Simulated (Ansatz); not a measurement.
Mulliken charges of C2H6BN, SMILES `BNC=C` from PBE/def2-TZVPP in Ansatz (PBE0-D4/def2-TZVP geometry).

```csv
atom,x (Å),y (Å),z (Å),charge (e)
B1,-0.406,1.640,-0.774,-0.115
N2,0.081,0.661,0.092,-0.075
C3,-0.048,-0.714,-0.062,0.025
C4,0.425,-1.627,0.779,-0.227
H5,-0.995,1.294,-1.755,-0.011
H6,-0.215,2.788,-0.505,-0.003
H7,0.581,0.936,0.926,0.156
H8,-0.586,-0.998,-0.960,0.091
H9,0.965,-1.353,1.680,0.065
H10,0.280,-2.680,0.582,0.096
```

Task: By hand: the dipole of these point charges (1 e Å = 4.8032 D).

Result: Σ q r = (0.081, -0.199, 0.147) e Å, of length 0.260 e Å = 1.25 D.

Task: How does the dipole of the full density compare? (An estimate is asked.)

Result: Ansatz gave: (0.118, -0.137, 0.206) e Å, 1.32 D; the point charges give 0.95 times that, at 20° from its direction.

Point charges leave out the atoms' own dipoles, such as those of lone pairs, and Mulliken's split depends on the basis, so the two needn't agree.
